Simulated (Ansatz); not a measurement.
`CC(C)=[Se]` + `[CH3][Y]([OH])[F]` → `C[O][Y]([CH3])[F]` + `CC=[Se]`  (substitution at a C–C bond)

Computed with Ansatz on PBE0-D4/def2-TZVP structures; ΔE is electronic, products minus reactants. CBS: MP2 limit from def2 TZ/QZ plus the TZ coupled-cluster correction, frozen cores. Functionals use def2-TZVPP. B3LYP here is the variant with VWN-RPA as its local correlation; programs differ in this. def2 core potentials past Kr. For Se, Y outer-core shells are correlated without core-valence functions, which leaves a few kJ/mol of doubt a bond. Scalar relativity is left out up to krypton. One conformer a species, not always the lowest.

(1) Is it downhill or uphill in electronic energy at CCSD(T)/CBS, and by how much? (Estimate.)

(2) What do these levels give: PBE, r2SCAN, PBE0, B3LYP, SCS-MP2/def2-TZVPP, MP2/def2-QZVPP? (Estimate.)

Largest T1 diagnostic among the species: 0.016.

Results:

(1) The calculation gave: Uphill: ΔE = +77.3 kJ/mol.

(2) The calculation gave: PBE 68.4, r2SCAN 74.1, PBE0 71.9, B3LYP 63.4, SCS-MP2/def2-TZVPP 72.6, MP2/def2-QZVPP 83.4 kJ/mol.

In def2-TZVPP, CCSD(T) changes the Hartree–Fock value by +9.1 kJ/mol (the triples alone add +1.0 kJ/mol) and MP2 by +17.8 kJ/mol. From PBE to PBE0 (25 % exact exchange), in def2-TZVPP and without D4, ΔE moves by +3.5 kJ/mol. The D4 term adds +5.3 kJ/mol with B3LYP and +2.7 kJ/mol with PBE0; it sums over pairs of atoms, weighted by their polarisabilities, and B3LYP, whose exchange is more repulsive, gets the larger term.
